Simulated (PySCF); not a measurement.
Telling isomers of C7H9N apart by NMR

PySCF calculation with NMR shieldings at PBE0/pcSseg-1/GIAO and GFN2-xTB structure; non-relativistic, single conformer, in vacuum, equivalent nuclei averaged.

Chemical shifts δ = σref − σ; ¹H and ¹³C against TMS, all at this level. Where no couplings were computed, multiplicities follow the n + 1 count of equivalent neighbours, and m marks all less simple cases (inequivalent or close neighbours, rings, F or P nearby). Shifts are as computed. Against solution values, carbons near 30 ppm lie about +3 ppm off and those near 130 ppm about +5 ppm. Of 1211 compounds with measured shifts, 218 miss one by over three times the rms of a fit or turn the order of signals round; such compounds aren't used in these exercises. OH and NH positions are gas-phase values without hydrogen bonding to other molecules.

(1) Tabulate the signals of `C=C=C=C(C=C)CN`, `C=C/C(C)=C(/C)C#N` and their relative energies.

(2) What is the quickest way to tell C=C=C=C(C=C)CN from C=C/C(C)=C(/C)C#N?

Answers

(1) 
| SMILES | carbon types | δC | δH | E rel. (kcal/mol) |
| --- | --- | --- | --- | --- |
| C=C=C=C(C=C)CN | 3×C 1×CH 3×CH2 | 178.2, 177.7, 142.3, 132.8, 129.9, 98.4, 52.2 | 6.85 (m, 1H), 6.64 (m, 1H), 5.96 (m, 1H), 5.40 (s, 2H), 4.06 (s, 2H), 0.67 (br s, 2H) | 46.6 |
| C=C/C(C)=C(/C)C#N | 3×C 1×CH 1×CH2 2×CH3 | 158.8, 145.3, 124.6, 124.5, 113.0, 20.2, 15.2 | 7.54 (m, 1H), 5.72 (m, 1H), 5.71 (m, 1H), 2.17 (s, 3H), 1.98 (s, 3H) | 0.0 |

Energies are electronic energies at PBE0/pcSseg-1 on these geometries, without zero-point or thermal terms, each for the one conformer computed, which needn't be the lowest.

(2) Both give the same number of carbon signals, but DEPT or the intensities differ. The first has an allylic sp3 CH2 bonded to N at 52.2 ppm, the second an allylic methyl carbon (CH3) at 20.2 ppm. Their most deshielded carbons lie at 178.2 and 158.8 ppm. In the proton spectra the most deshielded non-exchanging signals are 6.85 (m, 1H) and 7.54 (m, 1H).
